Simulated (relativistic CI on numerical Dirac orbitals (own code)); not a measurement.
Ru³⁺: 3p photoemission

Computed with this model: Dirac-Coulomb-Breit CI, orbitals from a KLI potential per configuration, model QED, valence Slater integrals scaled by 0.9, multiplet model of photoemission in the sudden approximation; configurations [Kr] 4d5 → [Ne] 3s2 3p5 3d10 4s2 4p6 4d5; 300 K; Lorentzian 2 eV and Gaussian 0.6 eV FWHM. Energies are those of the free ion, without screening or charge transfer. The energies are binding energies and can lie tens of eV above those of solids. S is read from ⟨S²⟩ = S(S + 1).

Field parameters in Wybourne normalisation: Oh B⁴₀ = 21Dq, B⁴₄ = √(5/14) B⁴₀. The field is a parameter set, without covalency.

free ion: ground-state S = 2.49, centroid 518.33 eV. Peaks (eV, height): 510.8 (100), 533.4 (56).

Oh, 10Dq = 27050 cm⁻¹: ground-state S = 0.54, centroid 518.80 eV. Peaks (eV, height): 511.0 (100), 533.8 (54).

Strongest unbroadened transitions for free ion:

```tsv
Energy (eV)	Relative strength
510.29	100.0
510.79	77.2
511.19	54.5
511.49	32.4
513.88	0.1
513.98	0.0
514.20	0.5
514.26	0.7
514.36	0.4
514.42	0.5
514.50	0.1
514.55	0.0
515.18	0.0
515.42	0.0
533.11	55.5
533.53	77.4
537.41	0.2
537.69	0.1
```
